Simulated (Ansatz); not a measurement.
`[F][Ge]([SH])([SH])[SH]` + HCl → `[SH][Ge]([SH])([SH])[Cl]` + H–F  (ligand exchange at a Ge–F bond)

Gas-phase electronic energies from Ansatz, PBE0-D4/def2-TZVP geometries. CBS: MP2 limit from def2 TZ/QZ plus the TZ coupled-cluster correction, frozen cores. This one scheme is used for every species. Functionals use def2-TZVPP. For Ge outer-core shells are correlated without core-valence functions, which leaves a few kJ/mol of doubt a bond. Scalar relativity is left out up to krypton. Each species was taken in one conformer, which may not be the lowest.

`[F][Ge]([SH])([SH])[SH]`:

```xyz
8

F    -0.369   -1.502    1.353
Ge    0.015   -0.349    0.114
S    -1.085   -0.885   -1.712
S     2.145   -0.454   -0.414
S    -0.592    1.526    1.099
H    -2.261   -0.910   -1.061
H     2.495    0.321    0.627
H    -0.349    2.252   -0.006
```

HCl:

```xyz
2

Cl    0.213   -0.251   -0.548
H    -0.213    0.251    0.548
```

`[SH][Ge]([SH])([SH])[Cl]`:

Cartesian coordinates in Å:
```
S -2.205 0.116 -0.069
Ge -0.021 0.012 -0.340
S 0.635 2.114 -0.241
S 1.039 -1.295 1.091
Cl 0.454 -0.903 -2.228
H -2.369 -1.182 -0.376
H 1.908 1.764 0.009
H 0.559 -0.626 2.154
```

H–F:

Z-matrix (Å, degrees):
```
F
H 1 0.920
```

```json
{"species": "`[F][Ge]([SH])([SH])[SH]`", "BHLYP-D4 energy (Eh)": "-3373.39127"}
{"species": "HCl", "BHLYP-D4 energy (Eh)": "-460.81729"}
{"species": "`[SH][Ge]([SH])([SH])[Cl]`", "BHLYP-D4 energy (Eh)": "-3733.76093"}
{"species": "H–F", "BHLYP-D4 energy (Eh)": "-100.45188"}
```

Q: Work out ΔE.

A: ΔE = (-3733.76093) + (-100.45188) − (-3373.39127) − (-460.81729) = -0.00425 Eh = -11.2 kJ/mol. CCSD(T)/CBS gives -14.0 kJ/mol.

Q: What do rigid-rotor, harmonic-oscillator terms from PBE0-D4/def2-TZVP frequencies (298.15 K, 1 bar) make of the CCSD(T)/CBS value? (Estimate.)

A: The calculation gave: ΔZPE = +4.6 kJ/mol, ΔH = -8.5 kJ/mol, ΔS = -3 J/(mol·K), ΔG = -7.5 kJ/mol.

Largest T1 diagnostic among the species: 0.012.

At CCSD(T), def2-SVP lies +17.1 kJ/mol from the extrapolated value and def2-TZVPP +4.6 kJ/mol. From r2SCAN to r2SCAN0 (25 % exact exchange), in def2-TZVPP and without D4, ΔE moves by −4.8 kJ/mol. Leaving LDA and LC-ωPBE aside and taking each functional with its dispersion term where it has one, the values, not all of them listed here, spread over 15.1 kJ/mol, from HSE06-D4 to B97M-V.
